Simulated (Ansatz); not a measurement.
Basis-set extrapolation for C$_{3}$H$_{10}$Si$_{2}$ (`C[Si]1(C)C[SiH2]1`) (PBE0-D4/def2-TZVP geometry, frozen core, Ansatz 0.2.0). Multiplicity 1, RHF reference.

|  | def2-TZVPP | def2-QZVPP |
| --- | --- | --- |
| HF | -697.322278 | -697.345534 |
| MP2 correlation | -0.778701 | -0.828948 |
| CCSD(T) correlation | -0.880079 | not run |

Energies in hartree. Use E(X) = E(∞) + A·exp(−7.88·√X) for Hartree–Fock and E(X) = E(∞) + B·X^(−2.97) for correlation, with X = 3 and 4, and add CCSD(T) minus MP2 of the smaller set to the MP2 limit.

Task: What is the CCSD(T) energy at the basis-set limit?

Result: HF limit: -697.345534 + (-0.023256) × 0.13774 = -697.34874. MP2 limit: -0.828948 + (-0.050247) × 0.74074 = -0.86617. Higher-order term: -0.880079 − (-0.778701) = -0.10138. Total: -698.31629 hartree, 299.1 kJ/mol below CCSD(T)/def2-TZVPP.
